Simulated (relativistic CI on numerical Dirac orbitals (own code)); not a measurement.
# Ru XII: sensitivity of the levels to the model

Base calculation: Dirac-Coulomb-Breit CI, orbitals from a KLI potential per configuration, a model potential for QED, unscaled Slater integrals.

CI space (outside the closed core [Ar] 3d10): 4s²4p³, 4s4p⁴, 4p⁵, 4s²4p²4d, 4s4p³4d, 4s²4p²4f, 4s4p³4f, 4p⁴4d, 4s²4p²5s, 4s4p²4d², 4s²4p²5p, 4s²4p4d4f, 4s²4p4d², 4s²4d³, 4s4p4d³, 4s²4d²4f, 4s4p4d²4f, 4s²4d²5s, 4p³4d², 4p²4d³, 4p²4d²4f, 4p²4d²5s. Double excitations out of closed p, d and f shells are left out; levels of such configurations are missing from the list, as are those of other unlisted configurations, and high levels can miss mixing partners. These lack a partner that the ground configuration has and come out too high: 4s²4p²5p.

The lowest level and the first level of each name with at least 55 % of one term (blank where a level has no safe partner in the second run):

| Level | Base (cm⁻¹) | Shift (cm⁻¹) |
| --- | --- | --- |
| 4s²4p³ ⁴S°3/2 | 0 | 0 |
| 4s²4p³ ²D°3/2 | 33295 | +2675 |
| 4s²4p³ ²D°5/2 | 44987 | +4232 |
| 4s²4p³ ²P°1/2 | 68966 | -1162 |
| 4s²4p³ ²P°3/2 | 91171 | +511 |
| 4s4p⁴ ⁴P5/2 | 260454 | +11562 |
| 4s4p⁴ ⁴P3/2 | 280999 | +12535 |
| 4s4p⁴ ⁴P1/2 | 286716 | +12537 |
| 4s4p⁴ ²D3/2 | 324228 | +32688 |
| 4s4p⁴ ²D5/2 | 331622 | +31618 |
| 4s4p⁴ ²P3/2 | 375702 | +48508 |
| 4s²4p²4d ⁴F3/2 | 408147 |  |
| 4s²4p²4d ⁴F5/2 | 416815 |  |
| 4s²4p²4d ²F5/2 | 430085 |  |

At this charge energies of transitions that change n are usually good to better than 1 %, and those within a shell (Δn = 0) to a few per cent.

Problem. One thing was changed in a second run, which moved the levels as shown. Which?
A. only the first 3 configurations
B. valence Slater integrals scaled by 0.9
C. Breit term removed
D. QED terms removed
E. configuration mixing switched off

Solution. A. Only the first 3 configurations. With fewer configurations the levels that remain lose their mixing partners.

LS names give the leading component of a level, which can be under half, so a name can repeat, a term be missing and a line seem to break the LS rules.
